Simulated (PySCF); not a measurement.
Species: C7H3ClO2.
Numbering: `[CH:1]#[C:2][c:3]1[cH:4][o:5][c:6]([C:7](=[O:8])[Cl:9])[cH:10]1` (hydrogens: H11 on C1; H12 on C4; H13 on C10)

Cartesian coordinates in Å at the GFN2-xTB level; atoms count from 1:
```
atom  x, y, z in Å
C1     3.4591   -0.3546   -0.1487
C2     2.2851   -0.1075   -0.1373
C3     0.9014    0.1513   -0.1204
C4     0.2734    1.3609   -0.3325
O5    -1.0455    1.2379   -0.2439
C6    -1.3142   -0.0584    0.0299
C7    -2.6687   -0.5293    0.1925
O8    -3.0188   -1.6412    0.4385
Cl9   -3.8549    0.7668   -0.0148
C10   -0.1392   -0.7762    0.1173
H11    4.4877   -0.5591   -0.1601
H12    0.6763    2.3324   -0.5458
H13   -0.0462   -1.8224    0.3239
```

Computed with PySCF 2.14.0, density-fitted response routines, TDDFT CAM-B3LYP/def2-SVPD, vertical, gas phase, core orbitals frozen in the response.

Computed states:

| state | E (eV) | f |
| --- | --- | --- |
| S1 | 4.68 | 0.0001 |
| S2 | 4.81 | 0.304 |
| S3 | 5.65 | 0.050 |
| S4 | 5.93 | 0.406 |
| S5 | 5.98 | 0.0000 |
| S6 | 6.01 | 0.0003 |
| S7 | 6.24 | 0.0000 |
| S8 | 6.37 | 0.0004 |

Broadening: Gaussians 0.3 eV wide at half height, area fixed by f = 4.319×10⁻⁹ ∫ε dν̃. The width is an assumption, not a result. The curve ends short of the highest state used, and states not computed would add to its high-energy end.

(1) What does the envelope look like, and where are its maxima?

(2) On this curve, what absorbance would a 10⁻⁴ mol/L sample give at 248 nm over a 1 cm path?

(3) Coming from long wavelengths, where does ε first pass 100 L mol⁻¹ cm⁻¹?

Answers

(1) 
| λ (nm) | ε (L mol⁻¹ cm⁻¹) |
| --- | --- |
| 214.9 | 19657 |
| 217.6 | 11291 |
| 220.3 | 6746 |
| 223.0 | 4153 |
| 225.7 | 2313 |
| 228.4 | 1070 |
| 231.1 | 403 |
| 233.8 | 138 |
| 236.5 | 122 |
| 239.2 | 401 |
| 241.9 | 1338 |
| 244.5 | 3491 |
| 247.2 | 7674 |
| 249.9 | 13814 |
| 252.6 | 20609 |
| 255.3 | 25779 |
| 258.0 | 27326 |
| 260.7 | 24796 |
| 263.4 | 19445 |
| 266.1 | 13296 |
| 268.8 | 7994 |
| 271.5 | 4260 |
| 274.2 | 2026 |
| 276.9 | 867 |
| 279.6 | 336 |
| 282.3 | 118 |
| 285.0 | 38 |
| 287.7 | 11 |
| 290.4 | 3 |
| 293.1 | 1 |

Maxima: 258 nm (4.81 eV), ε about 27000, made up of S2 (100%) (ε in L mol⁻¹ cm⁻¹; maxima over ε = 5, shares over 10%). At its high-energy end, 5.77 eV, the curve is still rising (ε about 20000, from S3 and S4).

(2) 248 nm is 4.999 eV, where ε is about 9300 L mol⁻¹ cm⁻¹, so A = ε c l ≈ 0.93 (Beer–Lambert, with the gas-phase spectrum and the assumed width).

(3) At about 283 nm (4.39 eV), 0.29 eV below S1.

One conformer stands for the species.
